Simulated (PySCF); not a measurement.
## Calculated data, CH4Al

Calculation on a computer-drawn molecule: vertical ionisation energy to the stated ion spin, frozen-core CCSD(T) at the basis limit and cheaper methods, single-reference cases, UHF for radicals, no spin-orbit; all values are single points at the evaluated structure, the first of each entry, which is the reference or a displaced copy of it and isn't optimised; the reference structure only sets the zero of the energies above reference; triples share is (T) over the correlation energy. Program: PySCF 2.14.0.

### CH4Al

Evaluated structure:
```xyz
6
CH4Al
C     -0.2394     1.4218     0.5925
Al     1.2864     0.1445     0.8827
H     -1.0339     1.0184     0.9335
H     -0.0209     2.3933     1.2076
H     -0.2748     1.6737    -0.4789
H      1.1482    -1.1150     0.2038
```

Reference structure:
```xyz
6
CH4Al
C     -0.1721     1.4275     0.5969
Al     1.2482     0.0948     0.9385
H     -1.1488     1.0119     0.8763
H     -0.0379     2.3684     1.1365
H     -0.2218     1.6546    -0.4757
H      1.1427    -1.3156     0.1951
```

- charge: 0
- multiplicity: 2
- ion multiplicity: 1
- diffuse functions: no
- basis: cc-pV(n+d)Z
- reference is: the Hartree-Fock double-zeta minimum
- best is: HF at quadruple zeta + MP2 correlation extrapolated from triple and quadruple zeta + CCSD(T) minus MP2 at triple zeta
- basis step is: the size of the change from the same recipe one zeta lower
- ionisation energy basis step: ?
- ion D1 diagnostic at triple zeta: ?
- T1 diagnostic at triple zeta: ?

Drawn bonds:
| atom | other atom | order |
| --- | --- | --- |
| 1 | 2 | 1 |
| 1 | 3 | 1 |
| 1 | 4 | 1 |
| 1 | 5 | 1 |
| 2 | 6 | 1 |

**Q.** Estimate the ionisation energy basis step of CH4Al.
**A.** 0.0184 eV

**Q.** Give the missing ion D1 diagnostic at triple zeta for CH4Al.
**A.** 0.02755

**Q.** Estimate the T1 diagnostic at triple zeta of CH4Al.
**A.** 0.01232

Further results for CH4Al:

* ionisation energy best: 7.429 eV
* energy above reference best: 17.59 kcal/mol
* energy above reference basis step: 0.2105 kcal/mol
* total energy HF triple zeta: -282.0712 hartree
* total energy CCSD(T) triple zeta: -282.3532 hartree
* total energy best: -282.3850 hartree
* D1 diagnostic at triple zeta: 0.03264
* spin squared at triple zeta: 0.7535
* ion T1 diagnostic at triple zeta: 0.01211
* triples share at triple zeta: 0.03289
* basis functions triple zeta: 125
* dipole magnitude HF at triple zeta: 0.1449 debye
* dipole magnitude CCSD unrelaxed at triple zeta: 0.1697 debye
* dipole magnitude PBE at triple zeta: 0.3066 debye
* dipole magnitude r2SCAN at triple zeta: 0.2609 debye
* dipole magnitude B3LYP at triple zeta: 0.2144 debye
* dipole magnitude wB97X at triple zeta: 0.2163 debye

Triple zeta:
| method | ionisation energy (eV) | energy above reference (kcal/mol) |
| --- | --- | --- |
| HF | 7.22 | 17.59 |
| PBE | 7.406 | 18.44 |
| r2SCAN | 7.553 | 17.86 |
| B3LYP | 7.487 | 17.39 |
| wB97X | 7.395 | 17.79 |
| MP2 | 7.363 | 17.44 |
| CCSD | 7.392 | 17.66 |
| CCSD(T) | 7.394 | 17.72 |
